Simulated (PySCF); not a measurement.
Coordinates in bohr (charge 0 multiplicity 1):
```
Ru    0.0000    0.0000    0.0000
O     1.8153   -1.8153    1.8153
O     1.8153    1.8153   -1.8153
O    -1.8153   -1.8153   -1.8153
O    -1.8153    1.8153    1.8153
```

Computed with PBE0/[Ru def2-SVP with ECP28, O def2-SVP], scalar-relativistic core potentials, density fitting, no spin–orbit coupling, PySCF.

This geometry of RuO₄ is a stationary point at this level.

(1) What is the point group?

(2) Is it a minimum?

(3) Give the atomic charges and bond orders.

(4) Give the ideal-gas entropy at 298.15 K and 1 bar by parts.

Results:

(1) Td.

(2) Yes: all harmonic wavenumbers are real.

(3) 
```csv
atom,Mulliken,Löwdin,polar tensor,Mayer order to Ru1
Ru1,1.32,0.32,2.03,–
"O2,3,4,5",-0.33,-0.08,-0.51,1.67
```

(4) translation 172.6, rotation 87.4, vibration 24.6, spin 0.0; total 284.5 J/(mol K).

Stability towards spin polarisation was not tested. This need not be the most stable arrangement of these atoms.
